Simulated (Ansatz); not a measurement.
Ideal-gas functions of `[OH][Mo]([OH])([F])([F])([Cl])[Cl]` at 500 K and 1 bar, from an Ansatz frequency run at PBE0-D4/def2-TZVP.

Molar mass 238.86 g/mol, point group C1 (symmetry number 1), electronic degeneracy 1, moments of inertia 248.751, 502.396, 503.829 u Å². Harmonic wavenumbers (cm⁻¹, unscaled): 82, 99, 115, 191, 206, 238, 263, 268, 334, 336, 379, 433, 500, 569, 627, 648, 698, 764, 799, 3851, 3864.

Use S(trans) = R[1.5 ln M + 2.5 ln T − 1.1517]; rotational temperatures θ = 24.2544 K / I; S(rot) = R[ln(√π/σ · √(T³/θAθBθC)) + 1.5]; for each mode x = 1.438777 ν̃/T, S = R[x/(eˣ − 1) − ln(1 − e⁻ˣ)] and H = RT x/(eˣ − 1); 1 cm⁻¹ = 0.0119627 kJ/mol; R = 8.31446 J/(mol·K).

Q: By hand: the entropy, in J/(mol·K).

A: Translation 187.9. Rotation: θ = 0.0975, 0.0483, 0.0481 K, giving 129.6. Vibration, mode by mode: 20.34, 18.78, 17.55, 13.39, 12.78, 11.62, 10.83, 10.68, 8.96, 8.91, 7.99, 7.00, 5.97, 5.09, 4.45, 4.24, 3.79, 3.26, 3.01, 0.00, 0.00, in all 178.7. Electronic 0.0. Sum 496.2 J/(mol·K).

Q: By hand: H − E and G − E in kJ/mol, counted from the electronic energy.

A: Zero-point energy ½ × 15264 × 0.0119627 = 91.3; thermal vibration 44.6; translation, rotation and pV give 4 RT = 16.6. H − E = 152.5 kJ/mol, and G − E = 152.5 − 500 × 496.2/1000 = -95.6 kJ/mol.

Vibration gives 36 % of the entropy, 56.7 J/(mol·K) of it from the modes under 150 cm⁻¹: soft modes count most, and the harmonic formula is weakest for them. The sum counts one conformer and one mirror image; others add a mixing term.
